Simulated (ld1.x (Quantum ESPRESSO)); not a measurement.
# What one change does to a pseudopotential (B, TM)

ld1.x (Quantum ESPRESSO) 7.5 input, shortened:

```
&input
   title='B', zed=5., rel=1, dft='PBE', iswitch=3,
   config='[He] 2s2 2p0 3d-2'
 /
 &inputp
   pseudotype=2, tm=.true., lloc=-1, rcloc=1.90,
   nlcc=.true., rcore=1.00
 /
3
2S  1  0   2.00   0.00  1.50  1.50  0.0
2P  2  1   0.00   0.00  2.50  2.50  0.0
3D  3  2  -2.00   0.40  2.00  2.00  0.0
 &test
   configts(1)='2s2 2p0'
 /
```

Change: core correction a·sin(br)/r model core inside 1.20 bohr.

Cutoffs: the cutoffs (Ry, on a coarse ladder) from which the occupation-weighted sum of valence levels, in a spherical-Bessel basis at the reference potential, stays within 10 and 1 mRy of its value at 400 Ry; they do not see the model core or the augmentation charge, which bear on the density cutoff. Errors are all-electron minus pseudo energies relative to the spin-unpolarised reference configuration.

Question: What does the change do?

Answer: The potential gets neither clearly harder nor softer (21 Ry and 50 Ry → 21 Ry and 50 Ry); of the 7 tests that both files solve, the error grows in 4 and shrinks in 0 by more than 15 % and 0.3 meV (median size 40.0 → 43.6 meV); neither file shows a bound ghost. A wider model core is smoother and lowers the density cutoff, which this test does not measure.

```csv
quantity,base,changed
"cutoff, loose",21 Ry,21 Ry
"cutoff, tight",50 Ry,50 Ry
bound ghosts,none,none
"error for 2s2 2p1, meV [ΔE -8.22 eV]",+40,+44
"error for 2s1 2p0, meV [ΔE 25.42 eV]",+16,+19
"error for 2s2 2p0.5, meV [ΔE -5.33 eV]",+17,+18
"error for 2s2 2p1.3, meV [ΔE -8.96 eV]",+48,+53
"error for 2s1 2p2, meV [ΔE -2.37 eV]",+70,+83
"error for 2s0 2p3, meV [ΔE 3.50 eV]",+95,+123
"error for 2s1 2p1, meV [ΔE 6.14 eV]",+0.1,+4.0
s: phases at 2.71 bohr within 0.05 rad from the reference energy up to (Ry; the scan ends near 5),1.1,1.1
p: phases at 2.71 bohr within 0.05 rad from the reference energy up to (Ry; the scan ends near 5),0.7,0.7
d: phases at 2.71 bohr within 0.05 rad from the reference energy up to (Ry; the scan ends near 5),4.5,4.5
```
